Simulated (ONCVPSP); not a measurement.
**Configuration tests for boron (ONCV)**

```json
{"Element": "B", "Generator": "ONCVPSP 4.0.1", "Type": "optimised norm-conserving Vanderbilt (ONCV)", "Functional": "PBE", "Relativity": "scalar-relativistic", "Frozen core": "[He]", "Valence charge": "3", "Reference configuration": "2s2 2p0.5 (charge +0.5)", "Partial waves": "2s: rc 1.45 bohr, ncon 4, nbas 7, qcut 4.6 1/bohr, 2 projectors, debl 3.3 Ha; 2p: rc 2.40 bohr, ncon 4, nbas 8, qcut 5.6 1/bohr, 2 projectors, debl 1.7 Ha", "Local potential": "polynomial inside 1.20 bohr (lpopt 5, dvloc0 2 Ha)", "Core correction": "none"}
```

Energies are relative to the spin-unpolarised reference configuration 2s2 2p0.5; without spin polarisation the order of configurations can differ from experiment.

| valence configuration | charge | ΔE all-electron (eV) | error AE − PS (meV) |
| --- | --- | --- | --- |
| 2s2 2p1 | 0 | -2.887 | +5.6 |
| 2s1 2p0 | +2 | 30.754 | +94 |
| 2s1 2p2 | 0 | 2.964 | +19 |

Problem. What are ΔE and the potential's error for 2s2 2p0?

Solution. ΔE = 5.332 eV all-electron; the error (AE − PS) is +17 meV.

Levels in the configuration 2s1 2p0:

```json
{"level": "2s", "all-electron (eV)": "-31.475", "pseudo (eV)": "-31.339"}
```
